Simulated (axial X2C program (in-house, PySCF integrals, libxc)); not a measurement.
Potential curves of InTe⁻, spin-free

Computed with an in-house all-electron X2C program for linear molecules (integrals from PySCF). Spin-free means the one-electron spin-free X2C Hamiltonian. Basis: Te dyall-acv3z [12s13p9d5f1g], In dyall-acv3z [12s13p10d5f1g] (cores contracted in-house); Gaussian nuclei, density fitting, unrestricted open shells. Masses: Te 129.906 u, In 114.904 u.

State: M_S = 0, Λ = 0 (closed shell). Energies in cm⁻¹ from the fragments at the same level (Te- + In). Fits are polynomials in 1 − R0/R over 0.85 to 1.23 times the lowest point R0.

| R (Å) | HF | MP2 | CCSD |
| --- | --- | --- | --- |
| 2.3168 | -8655 | -18107 |  |
| 2.4233 | -12935 | -22540 | -20604 |
| 2.5032 | -14766 | -24482 | -22545 |
| 2.5831 | -15716 | -25538 | -23599 |
| 2.6630 | -15990 | -25916 | -23975 |
| 2.7562 | -15673 | -25714 | -23771 |
| 2.8494 | -14855 | -25006 | -23062 |
| 2.9692 | -13304 | -23587 | -21644 |
| 3.1157 | -10940 | -21373 |  |
| 3.3287 | -7097 | -17719 |  |

Correlated methods: 10 electrons correlated (number of frozen shells: Te 4 s, 3 p, 2 d; In 4 s, 3 p, 2 d), 372 virtual spin orbitals or spinors in MP2, 88 natural virtuals in coupled cluster.

One determinant describes the state; a PBE0 search over occupations chose it and may have missed a lower one. The closed shell is kept restricted, so the energy runs too high when the bond is stretched far. Dissociation energies refer to the lowest single-determinant-based atoms at the same level and basis. CCSD ran in a truncated set of natural virtual spinors with an MP2 remainder; without triples it tends to underbind. With the outer-core shells frozen, correlated bond lengths of heavy atoms tend to come out a few hundredths of an ångström too long. Spin–orbit coupling changes these values markedly for this molecule (Re by over 0.02 Å or De by over 0.25 eV), so the spin-free numbers are a model. Spin-free De lacks the spin–orbit lowering of the heavy p-block atom, a tenth of an eV or more for 4p and 5p, up to an eV for 6p and one to two eV for 7p atoms, less what an open-shell molecule gains itself. Hartree–Fock gets electron affinities wrong, so its lowest charge split need not be the true one. Coupled cluster ran on the points near the minimum only. MP2 and coupled cluster on one determinant become unreliable at the stretched end.

**Question.** Fit the HF curve near its minimum: give the equilibrium distance, the harmonic wavenumber and the well depth.

**Answer.** At HF, spin-free: Re = 2.662 Å, ωe ≈ 210 cm⁻¹, De = 1.98 eV to Te- + In; Be follows as 0.039 cm⁻¹.

**Question.** Fit the MP2 curve near its minimum: give the equilibrium distance, the harmonic wavenumber and the well depth.

**Answer.** At MP2, spin-free: Re = 2.678 Å, ωe ≈ 205 cm⁻¹, De = 3.21 eV to Te- + In; Be follows as 0.0385 cm⁻¹.

**Question.** What are Re, ωe and De at the CCSD level?

**Answer.** At CCSD, spin-free: Re = 2.678 Å, ωe ≈ 205 cm⁻¹, De = 2.97 eV to Te- + In; Be follows as 0.0386 cm⁻¹.
